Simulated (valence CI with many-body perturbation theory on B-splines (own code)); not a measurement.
**Forbidden lines of Ag25+**

Level of theory: valence CI with perturbative core correlation (CI+MBPT): four valence electrons over a frozen Dirac-Fock core [Ar], a basis of 7 s, 7 p, 8 d, 6 f, 4 g, 1 h functions for each j, with the one-electron correlation potential Σ1, the two-electron term Σ2, the three-electron term Σ3, Breit, model QED; selected CI, second order for the rest, scaled by the run's own slope (own B-spline code, finite nucleus).

No measured levels were compared; by estimate terms of the open shell hold to 2 to 4 % of their energy, and close levels can change places. Only levels of the ground parity were solved; by the run's estimate the other parity begins above the list, which can be wrong where configurations are misplaced.

Lines 1 to 50 of 120 in falling wavelength, among levels below 535270 cm⁻¹, chosen from the decays that carry over 1 % of a level's rate. Wavelengths and rates use the calculated energies, so an error of 3000 cm⁻¹ moves a line at 467.9 nm by 14 % and its rate by three times that or more. Weak lines are less certain than strong ones. Lines between different terms over intervals too small for the method are left out, as are lines whose strength nearly cancels. Branching is blank where the lifetime is uncertain.

Names give the largest LS component (configuration and term), which can be under half, so a name can repeat, a term be missing and a line seem to break the LS rules; names also repeat where a configuration has a term twice. Letters in brackets count levels of one name in rising energy.

| λ vac (nm) | Upper | Lower | Type | A (s⁻¹) | Branch % |
| --- | --- | --- | --- | --- | --- |
| 1206 | 3d⁴ ⁵D_4 | 3d⁴ ⁵D_3 | M1 | 1.16e+01 | 100.0 |
| 903.4 | 3d⁴ ³H_6 | 3d⁴ ³H_5 | M1 | 1.65e+01 | 99.9 |
| 622.9 | 3d⁴ ⁵D_3 | 3d⁴ ⁵D_2 | M1 | 1.65e+02 | 100.0 |
| 467.9 | 3d⁴ ³G_3 | 3d⁴ ³H_4 | M1 | 6.75e+01 | 1.7 |
| 451.4 | 3d⁴ ⁵D_2 | 3d⁴ ⁵D_1 | M1 | 5.08e+02 | 100.0 |
| 362.5 | 3d⁴ ³P_2 [c] | 3d⁴ ³P_2 [b] | M1 | 1.58e+02 | 2.2 |
| 358.5 | 3d⁴ ⁵D_1 | 3d⁴ ⁵D_0 | M1 | 8.41e+02 | 100.0 |
| 351.8 | 3d⁴ ³H_5 | 3d⁴ ³H_4 | M1 | 3.81e+02 | 35.7 |
| 337.6 | 3d⁴ ³D_2 | 3d⁴ ³P_1 [a] | M1 | 2.92e+02 | 18.6 |
| 303.0 | 3d⁴ ³G_4 | 3d⁴ ³G_3 | M1 | 5.54e+02 | 34.9 |
| 300.1 | 3d⁴ ³F_2 [b] | 3d⁴ ³P_2 [c] | M1 | 2.84e+02 | 2.2 |
| 289.3 | 3d⁴ ³D_2 | 3d⁴ ³F_2 [a] | M1 | 1.56e+02 | 10.0 |
| 288.2 | 3d⁴ ³P_2 [a] | 3d⁴ ³D_2 | M1 | 1.67e+02 | 1.5 |
| 287.7 | 3d⁴ ³P_2 [b] | 3d⁴ ³D_1 | M1 | 2.76e+02 | 2.9 |
| 267.3 | 3d⁴ ¹G_4 [a] | 3d⁴ ³G_5 | M1 | 2.22e+02 |  |
| 266.6 | 3d⁴ ³F_4 [a] | 3d⁴ ³H_5 | M1 | 3.66e+02 | 4.7 |
| 257.7 | 3d⁴ ³D_2 | 3d⁴ ³G_3 | M1 | 1.95e+01 | 1.2 |
| 255.8 | 3d⁴ ³P_1 [a] | 3d⁴ ³P_0 [a] | M1 | 9.97e+02 | 11.1 |
| 242.2 | 3d⁴ ³H_4 | 3d⁴ ⁵D_4 | M1 | 1.41e+03 | 77.2 |
| 238.8 | 3d⁴ ³G_5 | 3d⁴ ³G_4 | M1 | 1.24e+03 | 31.9 |
| 232.7 | 3d⁴ ³F_3 [a] | 3d⁴ ³F_2 [a] | M1 | 1.56e+02 | 4.6 |
| 224.4 | 3d⁴ ³F_4 [a] | 3d⁴ ³G_3 | M1 | 1.01e+02 | 1.3 |
| 217.7 | 3d⁴ ³D_1 | 3d⁴ ³D_2 | M1 | 8.66e+02 | 6.5 |
| 217.4 | 3d⁴ ³P_2 [b] | 3d⁴ ³P_2 [a] | M1 | 2.61e+02 | 2.7 |
| 202.4 | 3d⁴ ¹G_4 [a] | 3d⁴ ³F_3 [b] | M1 | 3.34e+02 |  |
| 201.7 | 3d⁴ ³H_4 | 3d⁴ ⁵D_3 | M1 | 4.17e+02 | 22.8 |
| 199.3 | 3d⁴ ³F_2 [b] | 3d⁴ ¹F_3 | M1 | 4.41e+02 | 3.5 |
| 188.1 | 3d⁴ ³F_4 [b] | 3d⁴ ¹G_4 [a] | M1 | 2.85e+02 | 1.6 |
| 183.9 | 3d⁴ ³G_4 | 3d⁴ ³H_4 | M1 | 9.50e+02 | 59.9 |
| 176.6 | 3d⁴ ³P_2 [b] | 3d⁴ ³F_3 [b] | M1 | 6.63e+02 | 6.9 |
| 176.2 | 3d⁴ ¹F_3 | 3d⁴ ³P_2 [a] | M1 | 2.14e+02 |  |
| 176.2 | 3d⁴ ³G_5 | 3d⁴ ³H_6 | M1 | 8.69e+02 | 22.4 |
| 170.5 | 3d⁴ ³F_3 [b] | 3d⁴ ³F_2 [a] | M1 | 2.51e+03 | 25.3 |
| 164.2 | 3d⁴ ³F_2 [b] | 3d⁴ ³P_2 [b] | M1 | 4.74e+02 | 3.7 |
| 161.3 | 3d⁴ ³F_3 [c] | 3d⁴ ³P_2 [b] | M1 | 7.77e+02 |  |
| 159.6 | 3d⁴ ³G_3 | 3d⁴ ⁵D_4 | M1 | 1.68e+02 | 4.3 |
| 159.0 | 3d⁴ ³F_3 [b] | 3d⁴ ³G_3 | M1 | 2.74e+03 | 27.7 |
| 155.5 | 3d⁴ ³P_2 [a] | 3d⁴ ³P_1 [a] | M1 | 6.23e+02 | 5.8 |
| 153.6 | 3d⁴ ¹G_4 [a] | 3d⁴ ³F_3 [a] | M1 | 9.13e+02 |  |
| 151.7 | 3d⁴ ³F_4 [a] | 3d⁴ ³H_4 | M1 | 4.01e+03 | 52.0 |
| 149.3 | 3d⁴ ¹I_6 | 3d⁴ ³H_6 | M1 | 1.92e+03 | 45.9 |
| 148.4 | 3d⁴ ¹F_3 | 3d⁴ ³F_3 [b] | M1 | 1.36e+03 |  |
| 147.7 | 3d⁴ ¹G_4 [a] | 3d⁴ ³F_4 [a] | M1 | 2.44e+03 |  |
| 147.4 | 3d⁴ ³G_5 | 3d⁴ ³H_5 | M1 | 1.31e+03 | 33.8 |
| 144.5 | 3d⁴ ³F_3 [c] | 3d⁴ ¹G_4 [a] | M1 | 1.70e+03 |  |
| 144.4 | 3d⁴ ³P_2 [a] | 3d⁴ ³F_2 [a] | M1 | 1.05e+03 | 9.7 |
| 143.4 | 3d⁴ ³H_5 | 3d⁴ ⁵D_4 | M1 | 6.85e+02 | 64.3 |
| 140.9 | 3d⁴ ³G_3 | 3d⁴ ⁵D_3 | M1 | 2.26e+03 | 57.5 |
| 138.3 | 3d⁴ ³P_2 [b] | 3d⁴ ³F_3 [a] | M1 | 1.67e+03 | 17.4 |
| 136.1 | 3d⁴ ³P_2 [a] | 3d⁴ ³G_3 | M1 | 1.99e+02 | 1.8 |
